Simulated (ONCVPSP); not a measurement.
# copper (Cu): what ONCVPSP 4.0.1 does with a changed input

Command:

```bash
oncvpsp.x < Cu.dat > Cu.out
```

Input:

```
# ATOM AND REFERENCE CONFIGURATION
# atsym  z   nc   nv     iexc    psfile
  Cu 29.00    3    3        3      upf
#
#   n    l    f
    1    0    2.00
    2    0    2.00
    2    1    6.00
    3    0    2.00
    3    1    6.00
    3    2   10.50
#
# PSEUDOPOTENTIAL AND OPTIMIZATION
# lmax
    2
#
#   l,   rc,      ep,       ncon, nbas, qcut
    0    1.10    0.00    3    6    8.70
    1    0.90    0.00    4    7   14.30
    2    1.05    0.00    4    9   16.80
#
# LOCAL POTENTIAL
# lloc, lpopt,  rc(5),   dvloc0
    4    5    0.70   -1.00
#
# VANDERBILT-KLEINMAN-BYLANDER PROJECTORs
# l, nproj, debl
    0    3    3.90
    1    2    1.70
    2    3    2.40
#
# MODEL CORE CHARGE
# icmod, fcfact, rcfact
    3    2.50    1.25
#
# LOG DERIVATIVE ANALYSIS
# epsh1, epsh2, depsh
   -7.00    5.00    0.04
#
# OUTPUT GRID
# rlmax, drl
    6.00    0.01
#
# TEST CONFIGURATIONS
# ncnf
    4
# nvcnf
#   n    l    f
    4
    3    0    2.00
    3    1    6.00
    3    2   10.00
    4    0    1.00
#
    3
    3    0    2.00
    3    1    6.00
    3    2   10.00
#
    3
    3    0    2.00
    3    1    6.00
    3    2    8.00
#
    5
    3    0    2.00
    3    1    6.00
    3    2    9.00
    4    0    1.00
    4    1    1.00
#
```

This is an input that runs to its end, with one change: occupation of the last valence shell set to 10.50.

**Question.** How does the run end?

**Answer.** The program runs through. Ghost flags: GHOST(+) s at 763.0 eV; the largest excitation error among the 1 tests with output is 4.49 meV, against 4 meV for the unchanged input. Messages: WARNING no output for configuration 2; WARNING no output for configuration 3; WARNING no output for configuration 4.

```
ea(ii),et,emin,emax -3.082827E-01 -3.391109E-01 -3.391109E-01 -3.391109E-01
run_config: WARNING for fully non-local PS atom, stg. 1
 WARNING no output for configuration 4

Test configuration 4

   n   l     f        eae           eps        diff
   1   0  2.0000 -324.88884155
   2   0  2.0000  -39.25455550
   2   1  6.0000  -33.96192277
   3   0  2.0000   -4.46495715   -4.46592134   -9.64D-04
   3   1  6.0000   -2.91274172   -2.91361584   -8.74D-04
   3   2  9.0000   -0.43477524   -0.43444816    3.27D-04
   4   0  1.0000   -0.27109638   -0.27116510   -6.87D-05
   4   1  1.0000   -0.08310524   -0.08310593   -6.88D-07

    Total energies and differences
      AE_ref= -1.65214546D+03  AE_tst= -1.65200440D+03  dif=  1.41D-01
      PS_ref= -1.96458862D+02  PS_tst= -1.96317961D+02  dif=  1.41D-01
      PSP excitation error=  1.65D-04
```
